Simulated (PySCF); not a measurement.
B(Me)(NH2)(NMe2), C₃H₁₁BN₂, SMILES CB(N)N(C)C, singlet at its GFN2-xTB optimised geometry (Å):

```
17

B     -0.5054     0.0220     0.0000
C     -1.3294     1.3922     0.0000
H     -1.1100     1.9990     0.8765
H     -2.4024     1.2133    -0.0015
H     -1.1077     2.0004    -0.8750
N     -1.2450    -1.1755    -0.0005
H     -2.2482    -1.1758    -0.0025
H     -0.8593    -2.1022     0.0009
N      0.9058     0.0220     0.0000
C      1.7083     1.2212     0.0076
C      1.7432    -1.1531     0.0011
H      2.3473     1.2531     0.8989
H      2.3616     1.2540    -0.8731
H      1.0764     2.1022     0.0029
H      2.4024    -1.1574    -0.8758
H      2.3767    -1.1759     0.8967
H      1.1451    -2.0585    -0.0174
```

Computed with PBE0/def2-SVP in PySCF. Cells within 0.4 Å of a nucleus heavier than hydrogen are left out (blank, or x).

Map of the log10 of the electron density (e/bohr³), floored at −4 on the plane z = 0.0 Å:

```
|00000000000000000000000000000|
|00000000000000000000000000000|
|00000000000000000000000000000|
|00000001122211112222100000000|
|00000012233332223443221000000|
|00001123445543345555432100000|
|00012334566654456776543221000|
|00023456678775567988765431000|
|00134567889876567998876542100|
|002356889xx98656789x987643100|
|002457999xxx8766789xx98653200|
|0023578989998766789xx87643200|
|00134677788988788999877543100|
|001234566788xx89xx98765432100|
|000123455678xx99xxx8765432100|
|000134566788xx899x98776532100|
|00023567899998788999887643100|
|0002467999xx9766789xx98653200|
|000246899xxx9765789xx98653200|
|00023578899987557899987643100|
|00013456789997567998876532100|
|00001344568986557888765421000|
|00000123456765456776543210000|
|00000001345554344555432100000|
|00000000123333223333221000000|
|00000000001111111221100000000|
|00000000000000000000000000000|
|00000000000000000000000000000|
|00000000000000000000000000000|
```
Scale: ten equal steps from -4.00 (start of '0') to -0.366 (end of '9'), in the order '0123456789'; x runs from -4.50 to 4.50, y from -4.50 (bottom) to 4.50 (top).
